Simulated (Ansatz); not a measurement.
Cl2HMoNS, SMILES [NH]=[Mo](=[S])([Cl])[Cl], multiplicity 1.

The structure is a stationary point at B3LYP-D3(BJ)/def2-SVP. The multiplicity is an assumed one; no other spin state was optimised. The structure was generated by enumeration; whether it is a known compound was not checked. The def2 effective core potentials stand for the cores of Mo; spin–orbit coupling is left out.

Two levels are set side by side: PBE/def2-SVPD (Ansatz, a first-principles code) and CAM-B3LYP/def2-SVPD (Ansatz). Energy differences of separate SCF runs at the same geometry; the states with an electron removed or added have multiplicity 2 and 2. Differences are taken from unrounded values.

```csv
quantity,CAM-B3LYP,PBE,PBE minus CAM-B3LYP
vertical ionisation energy (eV),9.98,9.69,-0.29
vertical electron affinity (eV),2.38,1.76,-0.62
vertical singlet–triplet gap (eV),2.17,2.53,0.36
```
